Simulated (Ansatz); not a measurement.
`O[SiH2]C(F)Br` + H–F → `O[SiH2]C(F)F` + HBr  (substitution at a C–Br bond)

Calculated with Ansatz (gas phase, PBE0-D4/def2-TZVP geometries, no zero-point term in ΔE). CCSD(T)/CBS is the MP2 limit (def2-TZVPP, def2-QZVPP) plus CCSD(T) − MP2 in def2-TZVPP, frozen cores. This one scheme is used for every species. Functionals use def2-TZVPP. B3LYP here is the variant with VWN-RPA as its local correlation; programs differ in this. For Br outer-core shells are correlated without core-valence functions, which leaves a few kJ/mol of doubt a bond. Scalar relativity is left out up to krypton. Each species was taken in one conformer, which may not be the lowest.

```json
{"level": "PBE-D4", "ΔE (kcal/mol)": "2.4", "difference from CCSD(T)/CBS": "-1.7"}
{"level": "B3LYP-D4", "ΔE (kcal/mol)": "1.4", "difference from CCSD(T)/CBS": "-2.7"}
{"level": "ωB97X-V", "ΔE (kcal/mol)": "0.0", "difference from CCSD(T)/CBS": "-4.1"}
{"level": "ωB97M-V", "ΔE (kcal/mol)": "0.9", "difference from CCSD(T)/CBS": "-3.2"}
{"level": "PBE", "ΔE (kcal/mol)": "1.1", "difference from CCSD(T)/CBS": "-3.0"}
{"level": "r2SCAN", "ΔE (kcal/mol)": "0.9", "difference from CCSD(T)/CBS": "-3.2"}
{"level": "PBE0", "ΔE (kcal/mol)": "1.1", "difference from CCSD(T)/CBS": "-3.0"}
{"level": "B3LYP", "ΔE (kcal/mol)": "-0.8", "difference from CCSD(T)/CBS": "-4.9"}
{"level": "HF/def2-TZVPP", "ΔE (kcal/mol)": "-3.5", "difference from CCSD(T)/CBS": "-7.6"}
{"level": "SCS-MP2/def2-TZVPP", "ΔE (kcal/mol)": "3.2", "difference from CCSD(T)/CBS": "-0.9"}
{"level": "CCSD/def2-TZVPP", "ΔE (kcal/mol)": "1.6", "difference from CCSD(T)/CBS": "-2.5"}
{"level": "CCSD(T)/def2-TZVPP", "ΔE (kcal/mol)": "2.6", "difference from CCSD(T)/CBS": "-1.5"}
{"level": "MP2/def2-QZVPP", "ΔE (kcal/mol)": "6.1", "difference from CCSD(T)/CBS": "2.0"}
{"level": "SCS-MP2/def2-QZVPP", "ΔE (kcal/mol)": "4.1", "difference from CCSD(T)/CBS": "0.0"}
{"level": "HF/CBS(def2)", "ΔE (kcal/mol)": "-3.6", "difference from CCSD(T)/CBS": "-7.7"}
{"level": "CCSD/CBS(def2)", "ΔE (kcal/mol)": "3.2", "difference from CCSD(T)/CBS": "-0.9"}
{"level": "CCSD(T)/CBS", "ΔE (kcal/mol)": "4.1", "difference from CCSD(T)/CBS": "0"}
```

Largest T1 diagnostic among the species: 0.012.

The D4 term adds +2.1 kcal/mol with B3LYP and +1.1 kcal/mol with PBE0; it sums over pairs of atoms, weighted by their polarisabilities, and B3LYP, whose exchange is more repulsive, gets the larger term. In def2-TZVPP, CCSD(T) changes the Hartree–Fock value by +6.1 kcal/mol (the triples alone add +0.9 kcal/mol) and MP2 by +8.8 kcal/mol.
